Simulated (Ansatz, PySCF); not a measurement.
Spin states of F4Re (SMILES [F][Re]([F])([F])[F]), each relaxed with B3LYP-D3(BJ)/def2-TZVP.
State 1 (charge 0, multiplicity 4):
```xyz
5

Re    -0.0107     0.0059    -0.0115
F      0.9442    -0.6397    -1.4782
F     -0.9654     0.6517     1.4552
F      0.0710     1.7307    -0.7172
F     -0.0929    -1.7188     0.6944
```
State 2 (charge 0, multiplicity 2):
```xyz
5

Re    -0.011     0.006    -0.011
F      0.929    -0.670    -1.442
F     -0.951     0.682     1.420
F      0.049     1.722    -0.675
F     -0.070    -1.710     0.652
```

Singlets are restricted, other states unrestricted; no spin–orbit coupling, no relativity up to Kr; see below for the cores. The largest T1 diagnostic is 0.046.

Programs: Ansatz (Gaussian basis) for Hartree–Fock, density functionals and correlated methods; PySCF for the dispersion terms. Values without a source in brackets are computed. In def2 rows elements past Kr take small-core potentials, without spin–orbit coupling.

```tsv
level	energy of the multiplicity-2 state less that of the multiplicity-4 state (kJ/mol)
PBE-D3(BJ)/def2-TZVPP	15.2
PBE-D4/def2-TZVPP	15.2
BLYP/def2-TZVPP	1.7
BLYP-D3(BJ)/def2-TZVPP	1.6
B3LYP-D4/def2-TZVPP	(withheld)
CAM-B3LYP/def2-TZVPP	22.5
CAM-B3LYP-D3(BJ)/def2-TZVPP	22.5
CAM-B3LYP-D4/def2-TZVPP	22.4
wB97M-V/def2-TZVPP	(withheld)
```

Fill in the missing entries.


- B3LYP-D4/def2-TZVPP, energy of the multiplicity-2 state less that of the multiplicity-4 state (kJ/mol): 18.9
- wB97M-V/def2-TZVPP, energy of the multiplicity-2 state less that of the multiplicity-4 state (kJ/mol): 27.9

Doubts at one or more of the structures used: a spin-contaminated determinant (PBE-D3(BJ)/def2-TZVPP, PBE-D4/def2-TZVPP, BLYP/def2-TZVPP, BLYP-D3(BJ)/def2-TZVPP, B3LYP-D4/def2-TZVPP, CAM-B3LYP/def2-TZVPP, CAM-B3LYP-D3(BJ)/def2-TZVPP, CAM-B3LYP-D4/def2-TZVPP, wB97M-V/def2-TZVPP).

Ansatz is a quantum-chemistry and plane-wave program.
